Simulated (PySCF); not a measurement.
C3H6FNSi, SMILES C#C[C@H](N)[SiH2]F. Atoms are numbered in the order given.

```xyz
12

C      2.7288    -0.4582    -0.6545
C      1.7017    -0.3635    -0.0218
C      0.4028    -0.2092     0.6394
N     -0.1901    -1.5030     1.0155
Si    -0.7011     0.7663    -0.5482
F     -2.1745     0.8247     0.1611
H      3.6562    -0.5494    -1.1925
H      0.5536     0.3853     1.5584
H     -0.2800    -2.0973     0.1915
H     -1.1329    -1.3508     1.3732
H     -0.8423     0.0077    -1.8184
H     -0.2371     2.1594    -0.7744
```

Geometry: ωB97X-D3(BJ)/def2-SVP. The structure was generated by enumeration; whether it is a known compound was not checked. Other conformers were not sampled.

These are ωB97X-D3(BJ)/def2-SVP (PySCF 2.14.0) values and carry that method's errors.

Frequencies are harmonic and unscaled.

Computed normal modes with their intensities:
| mode | ν (cm⁻¹) | IR (km/mol) | Raman (Å⁴/amu) | depolarisation | moving atoms (share of kinetic energy) |
|---|---|---|---|---|---|
| 1 | 80 | 2.0 | 2.3 | 0.75 | F 42 %, Si 18 %, H 18 %, C 14 % |
| 2 | 96 | 0.9 | 3.9 | 0.74 | C 41 %, F 21 %, H 15 %, Si 13 %, N 9 % |
| 3 | 184 | 6.0 | 4.3 | 0.75 | N 33 %, F 25 %, C 17 %, H 16 %, Si 9 % |
| 4 | 219 | 15.1 | 4.1 | 0.72 | H 45 %, C 38 %, N 10 % |
| 5 | 255 | 38.6 | 1.6 | 0.75 | H 70 %, C 11 %, N 11 % |
| 6 | 312 | 13.9 | 3.6 | 0.75 | H 28 %, C 28 %, Si 18 %, F 16 %, N 11 % |
| 7 | 445 | 11.8 | 5.1 | 0.59 | C 74 %, H 14 %, Si 8 % |
| 8 | 514 | 26.6 | 5.9 | 0.67 | C 47 %, H 33 %, Si 12 % |
| 9 | 623 | 13.8 | 12.4 | 0.24 | H 37 %, C 26 %, N 22 %, Si 14 % |
| 10 | 706 | 38.7 | 2.7 | 0.74 | H 76 %, C 24 % |
| 11 | 738 | 41.0 | 11.0 | 0.61 | H 80 %, Si 9 % |
| 12 | 759 | 24.3 | 3.5 | 0.74 | H 74 %, C 25 % |
| 13 | 768 | 51.8 | 12.4 | 0.45 | H 50 %, C 36 %, Si 10 % |
| 14 | 859 | 27.0 | 5.2 | 0.68 | F 51 %, H 29 %, Si 19 % |
| 15 | 892 | 189.1 | 1.3 | 0.75 | H 72 %, N 16 %, C 12 % |
| 16 | 916 | 239.9 | 13.0 | 0.67 | H 55 %, C 24 %, Si 12 % |
| 17 | 957 | 81.2 | 3.7 | 0.65 | H 51 %, C 31 %, Si 11 % |
| 18 | 974 | 96.0 | 10.3 | 0.54 | H 85 %, Si 11 % |
| 19 | 1129 | 5.1 | 6.4 | 0.74 | C 42 %, H 36 %, N 22 % |
| 20 | 1192 | 14.7 | 6.3 | 0.50 | H 67 %, C 28 % |
| 21 | 1198 | 7.3 | 8.6 | 0.30 | H 64 %, C 30 % |
| 22 | 1384 | 1.7 | 6.2 | 0.70 | H 71 %, C 22 % |
| 23 | 1638 | 30.8 | 4.8 | 0.72 | H 92 % |
| 24 | 2258 | 5.7 | 135.9 | 0.35 | C 89 %, H 11 % |
| 25 | 2286 | 72.6 | 178.7 | 0.05 | H 96 % |
| 26 | 2294 | 146.8 | 70.6 | 0.62 | H 96 % |
| 27 | 3081 | 4.5 | 115.6 | 0.24 | H 92 % |
| 28 | 3484 | 73.8 | 31.0 | 0.24 | H 85 %, C 15 % |
| 29 | 3538 | 3.4 | 92.5 | 0.09 | H 96 % |
| 30 | 3626 | 7.3 | 54.8 | 0.71 | H 92 %, N 8 % |
